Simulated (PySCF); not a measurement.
**Dipole response of Ni (nickel, neutral)**

[Ar] 3d8 4s1 4p1, one real determinant (an excited configuration). Computed with PySCF 2.14 in aug-cc-pVTZ with one added diffuse shell each of s, p, d, f, g type (9s8p6d4f3g, 118 functions), with no relativity, point nucleus. Coupled (time-dependent) response in atomic units; α is the mean over directions.

```tsv
method	mean α (bohr³)	α xx, yy, zz	C₆ (like pair)	S(−4)
r2SCANh	80.09	62.58, 115.1, 62.58	735.2	4806
```

S(−4) is the Cauchy moment in α(ω) = α(0) + S(−4) ω² + …

α(iu) at r2SCANh:

| u (hartree) | α(iu) (bohr³) |
| --- | --- |
| 0 | 80.09 |
| 0.0500 | 70.15 |
| 0.100 | 53.10 |
| 0.200 | 29.89 |
| 0.300 | 18.68 |
| 0.500 | 9.538 |
| 0.750 | 5.509 |
| 1.00 | 3.755 |
| 1.50 | 2.213 |
| 2.00 | 1.524 |
| 3.00 | 0.8887 |
| 5.00 | 0.4311 |

A single London oscillator, α(iu) = α/(1 + u²/ω²), gives C₆ = (3/4) ω α². Matching the computed C₆ needs ω = 4 × 735.2 / (3 × 80.09²) = 0.153 hartree.

The components differ because the open shell of this determinant is not spherical; for a pure term their mean is the scalar polarisability.

⟨L²⟩ = 14.03 against 20 for a pure G term, so this real determinant mixes terms.
